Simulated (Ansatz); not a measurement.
Computed with Ansatz on PBE0-D4/def2-TZVP structures; ΔE is electronic, products minus reactants. CCSD(T)/CBS is the MP2 limit (def2-TZVPP, def2-QZVPP) plus CCSD(T) − MP2 in def2-TZVPP, frozen cores. Functionals use def2-TZVPP. B3LYP here is the variant with VWN-RPA as its local correlation; programs differ in this. Each species was taken in one conformer, which may not be the lowest.

`O[SiH](Cl)[SiH](Cl)Cl` + `O[Si@H](F)[Si@H](O)F` → `O[Si@H](Cl)[Si@@H](O)F` + `O[SiH](F)[SiH](Cl)Cl`  (redistribution)

Problem. Is it downhill or uphill in electronic energy at CCSD(T)/CBS, and by how much? (An estimate is asked.)

Solution. Computed: Downhill: ΔE = -1.6 kcal/mol.

Problem. What do these levels give: PBE-D4, PBE0-D4, B3LYP-D4, ωB97M-V, HF/def2-TZVPP, SCS-MP2/def2-TZVPP, CCSD/def2-TZVPP, CCSD(T)/def2-TZVPP, MP2/def2-QZVPP, SCS-MP2/def2-QZVPP, HF/CBS(def2), CCSD/CBS(def2)? (An estimate is asked.)

Solution. Ansatz gave: PBE-D4 -1.8, PBE0-D4 -1.7, B3LYP-D4 -1.6, ωB97M-V -1.7, HF/def2-TZVPP -1.5, SCS-MP2/def2-TZVPP -1.3, CCSD/def2-TZVPP -1.5, CCSD(T)/def2-TZVPP -1.6, MP2/def2-QZVPP -1.4, SCS-MP2/def2-QZVPP -1.4, HF/CBS(def2) -1.5, CCSD/CBS(def2) -1.5 kcal/mol.

Largest T1 diagnostic among the species: 0.013.
